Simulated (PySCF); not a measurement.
## UHF on In²⁺ (indium, charge +2)

Configuration: [Kr] 4d10 5s1, 2S determinant. All numbers are calculated (PySCF 2.14, the spin-free X2C one-electron Hamiltonian (Gaussian nucleus), in x2c-TZVPall (8s6p4d2f, 60 functions)).

| Item | Value |
| --- | --- |
| Total energy | -5877.423419 hartree |
| One-electron energy | -8061.7039 hartree |
| Hartree (Coulomb) energy | 2342.6063 hartree |
| Exchange energy | -158.3259 hartree |
| ⟨S²⟩ | 0.7508 |
| ⟨L²⟩ | 0.000 |
| Sum of ⟨r⟩ | 28.23 bohr |
| Sum of ⟨r²⟩ | 32.44 bohr² |
| Langevin diamagnetic susceptibility | -25.7 ×10⁻⁶ cm³/mol |
| Time after the integrals | 0.25 s of wall time on 1 thread of Neoverse-V1 (shared host) |

```
shell  electrons  mean orbital energy (eV)  rms radius, mean of both spins (bohr)
 1s α          1                  -28098.3                                 0.0340
 1s β          1                  -28098.2                                 0.0340
 2s α          1                   -4312.8                                  0.139
 2s β          1                   -4312.8                                  0.139
 2p α          3                   -3868.0                                  0.124
 2p β          3                   -3868.0                                  0.124
 3s α          1                   -871.85                                  0.371
 3s β          1                   -871.67                                  0.371
 3p α          3                   -722.20                                  0.372
 3p β          3                   -722.14                                  0.372
 3d α          5                   -489.47                                  0.352
 3d β          5                   -489.47                                  0.352
 4s α          1                   -162.22                                  0.908
 4s β          1                   -161.84                                  0.908
 4p α          3                   -115.21                                  0.990
 4p β          3                   -115.12                                  0.990
 4d α          5                   -45.347                                   1.26
 4d β          5                   -45.133                                   1.26
 5s α          1                   -26.807                                   2.57
```

Densities and radii are taken from the X2C orbitals without a picture-change correction, which distorts them close to the nucleus.
